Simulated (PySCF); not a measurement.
**$^{15}$N chemical shifts**

PySCF calculation with GFN2-xTB geometry and shieldings: GIAO PBE0/pcSseg-1; rapidly exchanging positions averaged, isolated molecule, one conformer, no relativistic terms.

Shieldings were converted by a linear fit to measured shifts: $^{15}$N (scatter 6.3 ppm rms vs CH3NO2, solution or neat liquid). A few per cent of atoms miss by over 2 rms, more outside the fitted compound classes.

Q: Give the $^{15}$N shifts of `C/C=N\[SiH2]O`, `C[SiH2]/C=C/[SiH2]N(C)C`, `C[C@@](C=O)(CC#N)[SiH2]N`.

A: 
```
                                                       compound                     environment  δ (ppm)
                                                  C/C=N\[SiH2]O                  imine nitrogen    -36.9
                                        C[SiH2]/C=C/[SiH2]N(C)C      nitrogen bonded to 2 C, Si   -380.0
[CH3:1][C@@:2]([CH:3]=[O:4])([CH2:5][C:6]#[N:7])[SiH2:8][NH2:9]            N7: nitrile nitrogen   -111.0
[CH3:1][C@@:2]([CH:3]=[O:4])([CH2:5][C:6]#[N:7])[SiH2:8][NH2:9]  N9: nitrogen bonded to Si, 2 H   -393.4
```

Q: Match the shifts -36.9, -100.8, -280.0, -367.9 ppm to `C/C=N\[SiH2]O`, `C=CCN([SiH3])[SiH](C)C`, `N#Cc1cccc(Cl)c1`, `CC/C=C(\C(N)=O)C(C)C`.

A: -36.9: C/C=N\[SiH2]O (imine nitrogen); -100.8: N#Cc1cccc(Cl)c1 (nitrile nitrogen); -280.0: CC/C=C(\C(N)=O)C(C)C (amide-type nitrogen); -367.9: C=CCN([SiH3])[SiH](C)C (nitrogen bonded to C, 2 Si).
